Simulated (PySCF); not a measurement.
# Bond curve of SrF⁺

Set-up: Sr def2-SVPD with ECP28, F def2-SVPD; scalar-relativistic core potentials (PySCF 2.14). Energies in eV from Sr⁺ + F in their ground configurations at the same level. State: ¹Σ⁺ (singlet), closed shell.

Curves on a restricted Hartree–Fock reference rise too fast on stretching and do not dissociate correctly.

```
R (Å)    PBE0     RHF     PBE  RHF-MP2
1.759  -4.380  -2.276  -4.682   -4.486
1.841  -5.061  -3.054  -5.363   -5.242
1.922  -5.432  -3.503  -5.740   -5.675
1.984  -5.561  -3.679  -5.875   -5.843
2.045  -5.594  -3.750  -5.916   -5.908
2.106  -5.553  -3.740  -5.884   -5.895
2.188  -5.415  -3.635  -5.760   -5.786
2.290  -5.154  -3.401  -5.516   -5.549
2.413  -4.764  -3.030  -5.151   -5.176
2.577  -4.191  -2.465  -4.612   -4.608
```

**Question.** Put a parabola through the three lowest points of the PBE0 curve and estimate Re, k and ωe (reduced mass 15.62 u; 1 eV/Å² = 0.16022 mdyn/Å; ωe = 1302.8·√(k/μ) cm⁻¹).

**Answer.** Through R = 1.984, 2.045, 2.106 Å the second-order coefficient is 9.94 eV/Å², so Re ≈ 2.042 Å, k ≈ 3.19 mdyn/Å and ωe ≈ 588 cm⁻¹. A polynomial fit of higher order to the unrounded PBE0 energies gives Re = 2.039 Å, k = 3.19 mdyn/Å, ωe = 589 cm⁻¹; anharmonicity and rounding make the difference.

The higher-order fit for each curve: PBE0: Re = 2.039 Å, ωe = 589 cm⁻¹, De = 5.59 eV; RHF: Re = 2.067 Å, ωe = 581 cm⁻¹, De = 3.75 eV; PBE: Re = 2.046 Å, ωe = 575 cm⁻¹, De = 5.92 eV; RHF-MP2: Re = 2.063 Å, ωe = 579 cm⁻¹, De = 5.91 eV.

Correlated steps freeze 1 core orbital. Correlated levels converge slowly with the basis: in double zeta they bind strong bonds too weakly, by up to about 1 eV, and carry superposition errors of some tenths. For an ion De counts to the pair picked by the measured ionisation energies or electron affinities, which need not be the lowest pair at this level. Where the molecule has an RHF reference, its open-shell atoms are computed with UHF.
